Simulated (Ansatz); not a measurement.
A structure relaxed at PBE0-D4/def2-TZVP, charge 0, multiplicity 1:

Cartesian coordinates in Å:
```
F 0.5844 -1.4559 -1.1615
C 0.0477 -1.3134 0.0629
F -0.6340 -2.4246 0.3344
O 0.8533 -0.8402 1.0166
C -0.3297 -0.0078 0.5693
Al 0.1039 1.6200 -0.4573
H -1.1265 -0.0516 1.3120
H 1.6172 1.9799 -0.7157
H -1.1163 2.4935 -0.9606
```

Problem. Give its formula and SMILES.

Solution. C2H3AlF2O, `FC1(F)O[CH]1[AlH2]`.

Problem. Summarise the bond lengths by kind.

Solution. 2 × C–F 1.332 to 1.344 Å; 2 × C–O 1.335 to 1.514 Å; 1 × C–C 1.450 Å; 1 × Al–C 1.973 Å; 1 × C–H 1.090 Å; 2 × Al–H 1.577 to 1.583 Å.

Program: Ansatz 0.2.0.
